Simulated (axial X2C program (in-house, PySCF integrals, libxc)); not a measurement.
**Correcting the dissociation energy of PdO⁺ for spin–orbit coupling**

A spin-free PBE0 curve (one-electron X2C) was computed with an in-house relativistic program for diatomic molecules, basis Pd dyall-cv3z [12s12p8d5f3g], O dyall-av3z [7s6p3d2f] (cores contracted in-house), for the state M_S = 3/2, Λ = 0 (beyond evenly filled blocks: σα, π+α, π-α). It gives D0 = 1.974 eV to Pd+ + O, which in a spin-free picture are the weighted means of the ground terms.

Measured levels of the ground terms (NIST Handbook of Basic Atomic Spectroscopic Data), in cm⁻¹: Pd+ 2D: J = 5/2 at 0, J = 3/2 at 3539.2; O 3P: J = 2 at 0, J = 1 at 158.3, J = 0 at 227.

The molecular state has Λ = 0, so it has no first-order lowering.

(1) How far does each ground level lie under the (2J+1)-weighted mean of its term?

(2) Correct D0.

Second-order spin–orbit effects in the molecule, which grow quickly with Z, are left out. The state is one determinant whose occupation by symmetry is held fixed; it was picked as the lowest of a PBE0 search that is not exhaustive. De is counted from the lowest determinant-based energies of the atoms at the same level, without counterpoise correction. Other states lie close and PBE0, whose exact exchange favours high spin, may order them wrongly; the determinant shown need not be the ground state. The nearest other spin-free determinant of the search, M_S = 1/2, Λ = 0, lies 0.41 eV up at the distance of the search.

Answers

(1) Pd+: (6 × 0 + 4 × 3539.2)/10 = 1416 cm⁻¹; O: (5 × 0 + 3 × 158.3 + 1 × 227)/9 = 78 cm⁻¹.

(2) D0 = 1.974 + (0 − 1494)/8065.5 = 1.789 eV at PBE0 with these spin–orbit terms.
